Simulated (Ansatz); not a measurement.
Stretching the Ga1–H2 bond in CH5GaO (SMILES [CH3][GaH][OH]) (multiplicity 1 held, fragments rigid). Energies count from the point at 1.570 Å.
Geometry at that point (charge 0, multiplicity 1):
| atom | x (Å) | y (Å) | z (Å) |
|---|---|---|---|
| Ga | -0.2039 | -0.2009 | -0.1879 |
| H | -1.1241 | -1.1816 | -0.9986 |
| C | 0.2337 | 1.6848 | -0.5235 |
| H | 0.7101 | 1.7996 | -1.4987 |
| H | 0.9079 | 2.0550 | 0.2475 |
| H | -0.6724 | 2.2933 | -0.5268 |
| O | 0.5892 | -0.8806 | 1.2853 |
| H | 0.3833 | -1.8034 | 1.4613 |

U- levels take the lowest unrestricted solution at each point, which mixes spins at long bonds. Active spaces are followed from a long bond inwards. Curves can end on different states.

Correlated levels freeze the cores. Filled d and f shells under p-block atoms count as core.

The values were computed with Ansatz (Gaussian basis) for Hartree–Fock, density functionals and correlated methods. Each number belongs to the level named beside it.

Task: Give the energy at R = 5.025 Å at the level FIC-MRCISD+Q on CASSCF(2,2)/cc-pVTZ.

Result: 3.60 eV

Task: Estimate the energy at R = 5.025 Å that U-wB97X-V/cc-pVTZ returns for this input.

Result: 3.66 eV

Task: What is the computed energy at R = 5.025 Å (U-PBE/cc-pVTZ)?

Result: 3.38 eV

Doubts at one or more of the structures used: a spin-contaminated determinant (U-PBE/cc-pVTZ, U-wB97X-V/cc-pVTZ).

Ansatz is a first-principles code.
